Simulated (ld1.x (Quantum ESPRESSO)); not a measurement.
# What one change does to a pseudopotential (Al (Z = 13), ultrasoft)

ld1.x (Quantum ESPRESSO) 7.5 input, shortened:

```
&input
   title='Al', zed=13., rel=1, dft='PBE', iswitch=3,
   config='[Ne] 3s2 3p1'
 /
 &inputp
   pseudotype=3, tm=.true., lloc=-1, rcloc=1.80,
   nlcc=.false.,
   which_augfun='PSQ', rmatch_augfun=1.25
 /
4
3S  1  0   2.00   0.00  1.55  2.15  0.0
3S  1  0   0.00   0.05  1.55  2.15  0.0
3P  2  1   1.00   0.00  2.25  2.65  0.0
3P  2  1   0.00   0.45  2.25  2.65  0.0
 &test
   configts(1)='3s2 3p1'
 /
```

All-electron outer shells of the reference configuration (PBE, scalar-relativistic, ld1.x):

| shell | level (eV) | outermost node (bohr) | outermost maximum (bohr) |
| --- | --- | --- | --- |
| 2s | -108.17 | 0.16 | 0.50 |
| 2p | -69.64 | – | 0.43 |
| 3s | -7.75 | 0.80 | 2.09 |
| 3p | -2.71 | 0.82 | 2.64 |

Change: waves 3s (bound): rcut 1.55, rcutus 3.24 bohr; 3s channel at 0.05 Ry: rcut 1.55, rcutus 3.24 bohr.

Cutoffs: the cutoffs (Ry, on a coarse ladder) from which the occupation-weighted sum of valence levels, in a spherical-Bessel basis at the reference potential, stays within 10 and 1 mRy of its value at 400 Ry; they do not see the model core or the augmentation charge, which bear on the density cutoff. Errors are all-electron minus pseudo energies relative to the spin-unpolarised reference configuration.

Question: Predict the effect on cutoff, ghosts and configuration errors.

Answer: Both files are so soft that the ladder of cutoffs tells neither apart; of the 7 tests that both files solve, the error grows in 5 and shrinks in 0 by more than 15 % and 0.3 meV (median size 6.2 → 8.0 meV); neither file shows a bound ghost. More of the atom is replaced by a form fitted at one configuration, so other configurations suffer.

```tsv
quantity	base	changed
cutoff, loose	6 Ry	6 Ry
cutoff, tight	8 Ry	8 Ry
bound ghosts	none	none
error for 3s2 3p0, meV [ΔE 5.76 eV]	-2.6	-2.4
error for 3s1 3p0, meV [ΔE 24.99 eV]	+6.5	+15
error for 3s2 3p0.5, meV [ΔE 2.09 eV]	-1.9	-4.1
error for 3s1 3p1, meV [ΔE 11.57 eV]	+6.2	+8.0
error for 3s2 3p1.3, meV [ΔE -0.57 eV]	+0.7	-3.3
error for 3s0 3p3, meV [ΔE 10.45 eV]	+40	+40
error for 3s1 3p2, meV [ΔE 5.14 eV]	+7.5	+9.1
lowest overlap eigenvalue by channel	s 0.45, p 0.84	s 0.41, p 0.84
```
